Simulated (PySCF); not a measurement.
NICS in isomers of C5H7ClN2Si.

NICS is the negative of the GIAO shielding at a point without a nucleus: at the ring centre (0) and 1 Å above and below it (1); zz is the component along the ring normal. Level: GIAO PBE0/pcSseg-1 (PySCF, non-relativistic, gas phase) on the GFN2-xTB geometries, one conformer each. Atom numbers follow the mapped SMILES.

Question: Order these rings by mean NICS(1)zz, lowest (most negative) first (ppm).
A. ring C3–C4–C5–N7–N9 in `[CH2:1]=[CH:2][c:3]1[cH:4][c:5]([Cl:6])[n:7]([SiH3:8])[n:9]1`
B. ring C2–C3–N4–N5–C6–C8 in `[CH3:1][c:2]1[cH:3][n:4][n:5][c:6]([SiH3:7])[c:8]1[Cl:9]`
C. ring C3–C4–C5–C6–N8–C9 in `[SiH3:1][NH:2][c:3]1[cH:4][cH:5][c:6]([Cl:7])[n:8][cH:9]1`

Answer: B (-26.4), A (-25.1), C (-24.0).

```csv
SMILES,ring,NICS(0),NICS(1),NICS(1)zz,HOMA,rms pucker (Å),ring atoms with four or more neighbours
Cc1cnnc([SiH3])c1Cl,6-membered ring with 2 N; formal bonds all aromatic,-5.8,-11.2,-26.4,0.98,0.00,0
C=Cc1cc(Cl)n([SiH3])n1,5-membered ring with 2 N; formal bonds all aromatic,-11.2,-10.5,-25.1,0.89,0.00,0
[SiH3]Nc1ccc(Cl)nc1,6-membered ring with N; formal bonds all aromatic,-8.0,-10.2,-24.0,0.98,0.00,0
```

NICS(0) gives another order. The isotropic NICS(1) gives the same order. HOMA uses Krygowski's 1993 parameters. NICS(1) and NICS(1)zz are means over the two faces.
